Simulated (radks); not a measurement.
Results of a calculation; reference values are marked as such.
Q: All-electron atom: Pt4+ in [Xe] 4f14 5d6. Level of theory: scalar-relativistic Kohn-Sham, exchange-only LDA, spin-polarised, spherical densities, point nucleus; open shells are filled with parallel spins first (spin-orbit coupling, left out, can overturn this in heavy ions) (a radial shooting solver on a logarithmic mesh with Libxc functionals). Some entries of the table are withheld. Estimate them.

orbital  occ.  eigenvalue (hartree)  r(max) (bohr)  <r> (bohr)
1s up       1             -2882.028        0.01062     0.01715
1s down     1             -2882.028        0.01062     0.01715
2s up       1             -507.8382        0.06125     0.07238
2s down     1             -507.8266        0.06125     0.07238
2p up       3             -440.4844        0.05060     0.06525
2p down     3             -440.4747        0.05060     0.06525
3s up       1             -120.6613         0.1727      0.1872
3s down     1             -120.6555         0.1727      0.1872
3p up       3             -101.0528         0.1718      0.1883
3p down     3             -101.0467         0.1718      0.1883
3d up       5             -79.76666         0.1398      0.1705
3d down     5             -79.75786         0.1398      0.1705
4s up       1             -27.33305         0.3899      0.4153
4s down     1             -27.32075         0.3899      0.4153
4p up       3             -20.90138         0.4101      0.4423
4p down     3             -20.88887         0.4102      0.4422
4d up       5             -13.09408         0.4182      0.4686
4d down     5             -13.07897         0.4182      0.4683
5s up       1              -5.59196         0.8681      0.9475
5s down     1              -5.49974         0.8647      0.9423
4f up       7              -4.41356         0.3844      0.5165
4f down     7              -4.39102         0.3842      0.5141
5p up       3              -3.88856         0.9744       1.087
5p down     3              -3.77625         0.9690       1.080
5d up       5                   (1)          1.214       1.435
5d down     1                   (2)          1.205       1.439

A: 
(1) 5d up eigenvalue (hartree): -1.94268
(2) 5d down eigenvalue (hartree): -1.81212
